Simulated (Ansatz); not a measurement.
Born–Oppenheimer molecular dynamics of ClGe$_{2}$H$_{7}$ (10 atoms, charge 0, multiplicity 1). It starts at the highest image of a converged band. Of that band: Neighbouring images differ by up to 1.6 eV, so the band resolves the path poorly. A vibrational analysis at the climbing image gives one clearly imaginary mode, 795i cm⁻¹: a first-order saddle point.

These are results of RKS PBE-D4/def2-SVP (Ansatz 0.2.0), not measurements.

| Property | Result |
| --- | --- |
| ensemble | NVE (velocity Verlet) |
| time step | 0.5 fs |
| steps asked | 200 |
| starting velocities drawn for | 100 K |
| seed | 6447 |

Frames 2.5 fs apart, positions in Å, forces in eV/Å.

Velocities at 45 fs (Å/ps):

```
Ge -4.62 -0.10 -3.57
Ge 1.81 -0.49 5.59
H 32.34 13.23 23.19
H 12.93 12.11 23.75
H -3.58 3.13 1.81
H -17.35 -2.65 15.21
H -0.13 -4.04 -9.67
H -8.28 17.39 -13.03
Cl 5.44 0.78 -6.00
H -4.88 -24.39 24.11
```

```xyz
10
Properties=species:S:1:pos:R:3:forces:R:3 time_fs=45 energy_less_start_eV=-0.541 T=623
Ge -0.376 0.057 -0.025 -1.50 0.01 -1.49
Ge -0.064 -0.038 2.928 0.49 -0.42 1.58
H -0.780 -0.067 4.320 0.17 0.01 -0.04
H 1.044 -1.141 2.835 -0.09 0.21 0.14
H 0.573 1.351 2.708 -0.08 0.08 -0.05
H 0.982 0.056 0.734 -0.14 -0.14 0.00
H -0.449 1.432 -0.761 0.04 -0.16 0.06
H -0.482 -1.177 -0.987 0.27 0.24 0.20
Cl -2.716 -0.061 0.552 0.73 0.24 -0.63
H -1.151 -0.413 1.908 0.10 -0.07 0.22
10
Properties=species:S:1:pos:R:3:forces:R:3 time_fs=47.5 energy_less_start_eV=-0.664 T=742
Ge -0.388 0.057 -0.035 -1.56 0.25 -1.40
Ge -0.059 -0.039 2.943 0.48 -0.23 1.85
H -0.695 -0.034 4.376 0.10 0.00 -0.09
H 1.074 -1.105 2.897 0.01 0.10 0.03
H 0.561 1.361 2.710 -0.15 0.02 -0.13
H 0.935 0.044 0.772 -0.12 -0.16 -0.01
H -0.448 1.418 -0.784 0.07 -0.04 0.06
H -0.494 -1.130 -1.015 0.29 -0.12 0.00
Cl -2.701 -0.059 0.536 0.84 0.24 -0.52
H -1.161 -0.476 1.975 0.03 -0.07 0.21
10
Properties=species:S:1:pos:R:3:forces:R:3 time_fs=50 energy_less_start_eV=-0.781 T=856
Ge -0.402 0.057 -0.045 -1.59 0.38 -1.28
Ge -0.054 -0.041 2.959 0.51 -0.01 2.09
H -0.604 0.000 4.427 0.00 -0.01 -0.10
H 1.106 -1.064 2.962 0.14 -0.03 -0.08
H 0.540 1.371 2.705 -0.21 -0.04 -0.19
H 0.880 0.024 0.809 -0.07 -0.16 0.00
H -0.442 1.402 -0.802 0.10 0.14 0.03
H -0.489 -1.089 -1.044 0.28 -0.43 -0.21
Cl -2.686 -0.057 0.520 0.93 0.23 -0.40
H -1.169 -0.543 2.054 -0.08 -0.07 0.13
10
Properties=species:S:1:pos:R:3:forces:R:3 time_fs=52.5 energy_less_start_eV=-0.911 T=981
Ge -0.416 0.057 -0.057 -1.55 0.24 -1.42
Ge -0.048 -0.042 2.977 0.54 0.05 2.21
H -0.513 0.032 4.472 -0.10 -0.01 -0.09
H 1.145 -1.024 3.022 0.15 -0.06 -0.19
H 0.507 1.380 2.688 -0.24 -0.06 -0.23
H 0.822 -0.005 0.846 -0.02 -0.15 0.02
H -0.431 1.394 -0.819 0.12 0.24 0.03
H -0.468 -1.072 -1.083 0.26 -0.40 -0.15
Cl -2.668 -0.053 0.503 0.96 0.20 -0.28
H -1.182 -0.614 2.141 -0.11 -0.05 0.10
10
Properties=species:S:1:pos:R:3:forces:R:3 time_fs=55 energy_less_start_eV=-1.052 T=1117
Ge -0.432 0.057 -0.070 -1.34 -0.05 -1.78
Ge -0.042 -0.044 2.997 0.55 -0.07 2.20
H -0.428 0.065 4.512 -0.17 0.00 -0.07
H 1.192 -0.987 3.071 0.03 0.01 -0.29
H 0.459 1.385 2.658 -0.25 -0.04 -0.25
H 0.762 -0.044 0.885 -0.03 -0.14 -0.01
H -0.412 1.399 -0.833 0.13 0.17 0.11
H -0.430 -1.077 -1.130 0.20 -0.07 0.14
Cl -2.650 -0.050 0.485 0.89 0.15 -0.17
H -1.200 -0.688 2.234 0.00 0.03 0.12
10
Properties=species:S:1:pos:R:3:forces:R:3 time_fs=57.5 energy_less_start_eV=-1.180 T=1241
Ge -0.450 0.058 -0.084 -0.94 -0.22 -2.04
Ge -0.036 -0.045 3.018 0.51 -0.20 2.11
H -0.354 0.097 4.548 -0.21 0.01 -0.07
H 1.242 -0.950 3.102 -0.12 0.10 -0.35
H 0.397 1.387 2.613 -0.25 -0.05 -0.21
H 0.700 -0.091 0.922 -0.07 -0.11 -0.09
H -0.387 1.415 -0.841 0.12 0.01 0.21
H -0.381 -1.087 -1.170 0.10 0.22 0.37
Cl -2.629 -0.047 0.468 0.70 0.11 -0.07
H -1.219 -0.760 2.334 0.16 0.13 0.13
10
Properties=species:S:1:pos:R:3:forces:R:3 time_fs=60 energy_less_start_eV=-1.302 T=1360
Ge -0.468 0.058 -0.101 -0.39 -0.24 -2.01
Ge -0.029 -0.047 3.042 0.44 -0.16 1.99
H -0.291 0.131 4.580 -0.20 0.03 -0.07
H 1.284 -0.907 3.113 -0.18 0.12 -0.38
H 0.320 1.387 2.556 -0.24 -0.11 -0.11
H 0.634 -0.144 0.955 -0.10 -0.08 -0.17
H -0.354 1.431 -0.836 0.09 -0.10 0.27
H -0.327 -1.085 -1.188 -0.03 0.29 0.36
Cl -2.608 -0.043 0.450 0.39 0.06 0.03
H -1.228 -0.825 2.442 0.23 0.19 0.08
10
Properties=species:S:1:pos:R:3:forces:R:3 time_fs=62.5 energy_less_start_eV=-1.416 T=1469
Ge -0.486 0.058 -0.118 0.19 -0.15 -1.70
Ge -0.022 -0.049 3.067 0.33 0.09 1.82
H -0.241 0.165 4.607 -0.16 0.04 -0.07
H 1.316 -0.858 3.101 -0.12 0.06 -0.35
H 0.228 1.380 2.492 -0.22 -0.20 0.04
H 0.563 -0.203 0.977 -0.08 -0.05 -0.20
H -0.316 1.442 -0.816 0.06 -0.08 0.25
H -0.273 -1.067 -1.186 -0.13 0.12 0.10
Cl -2.586 -0.039 0.432 -0.05 0.01 0.14
H -1.225 -0.878 2.555 0.18 0.16 -0.03
10
Properties=species:S:1:pos:R:3:forces:R:3 time_fs=65 energy_less_start_eV=-1.487 T=1538
Ge -0.504 0.058 -0.137 0.76 -0.04 -1.30
Ge -0.014 -0.051 3.093 0.19 0.40 1.60
H -0.200 0.202 4.631 -0.10 0.05 -0.05
H 1.341 -0.805 3.069 0.01 -0.02 -0.29
H 0.123 1.361 2.431 -0.17 -0.25 0.20
H 0.487 -0.264 0.988 0.01 -0.04 -0.16
H -0.275 1.449 -0.780 0.03 0.03 0.17
H -0.228 -1.042 -1.179 -0.18 -0.15 -0.27
Cl -2.563 -0.035 0.414 -0.62 -0.03 0.25
H -1.210 -0.923 2.665 0.06 0.05 -0.14
10
Properties=species:S:1:pos:R:3:forces:R:3 time_fs=67.5 energy_less_start_eV=-1.509 T=1560
Ge -0.521 0.058 -0.158 1.41 -0.07 -1.09
Ge -0.006 -0.052 3.121 0.05 0.54 1.32
H -0.165 0.243 4.651 -0.02 0.05 -0.02
H 1.367 -0.754 3.019 0.06 -0.05 -0.20
H 0.009 1.328 2.382 -0.09 -0.22 0.30
H 0.412 -0.327 0.990 0.10 -0.04 -0.08
H -0.232 1.457 -0.735 0.01 0.13 0.09
H -0.192 -1.025 -1.187 -0.22 -0.23 -0.48
Cl -2.542 -0.032 0.397 -1.30 -0.07 0.36
H -1.192 -0.964 2.768 -0.01 -0.05 -0.20
10
Properties=species:S:1:pos:R:3:forces:R:3 time_fs=70 energy_less_start_eV=-1.506 T=1556
Ge -0.538 0.058 -0.179 2.20 -0.26 -1.17
Ge 0.001 -0.053 3.150 -0.05 0.44 1.02
H -0.131 0.286 4.670 0.06 0.03 0.00
H 1.395 -0.704 2.958 -0.04 0.00 -0.08
H -0.111 1.282 2.350 0.00 -0.11 0.32
H 0.343 -0.393 0.986 0.16 -0.04 -0.06
H -0.188 1.473 -0.683 -0.03 0.09 0.06
H -0.171 -1.020 -1.223 -0.31 -0.01 -0.39
Cl -2.524 -0.028 0.380 -2.03 -0.08 0.48
H -1.174 -1.007 2.859 0.04 -0.07 -0.18
10
Properties=species:S:1:pos:R:3:forces:R:3 time_fs=72.5 energy_less_start_eV=-1.475 T=1526
Ge -0.552 0.058 -0.201 3.05 -0.45 -1.31
Ge 0.009 -0.054 3.179 -0.12 0.22 0.73
H -0.093 0.331 4.689 0.12 0.00 0.00
H 1.420 -0.655 2.891 -0.20 0.08 0.06
H -0.231 1.229 2.336 0.06 0.02 0.28
H 0.283 -0.461 0.979 0.16 -0.01 -0.14
H -0.146 1.493 -0.628 -0.09 -0.07 0.05
H -0.167 -1.015 -1.281 -0.41 0.30 -0.15
Cl -2.508 -0.024 0.364 -2.74 -0.08 0.60
H -1.153 -1.054 2.940 0.17 -0.02 -0.12
```

Of the whole run (100 fs, mean temperature of the second half 1571 K): The conserved energy stayed within 0.017 meV per atom of its start (net change 0.0077 meV per atom), so the integration is sound. The kinetic energy rose, since the run started high on the potential surface and went downhill. It ends in pieces (ClGeH3 + GeH4), so much of that is their flight and rotation, not heat. A run of 0.1 ps of so small a system gives no equilibrium averages. The orbitals stay closed-shell, which can raise the energy where a bond breaks towards radicals; this wasn't checked here.

Time of the run: 3.6 min on 4 threads of Arm Neoverse V1, with other jobs on the host, peak memory 0.18 GiB.
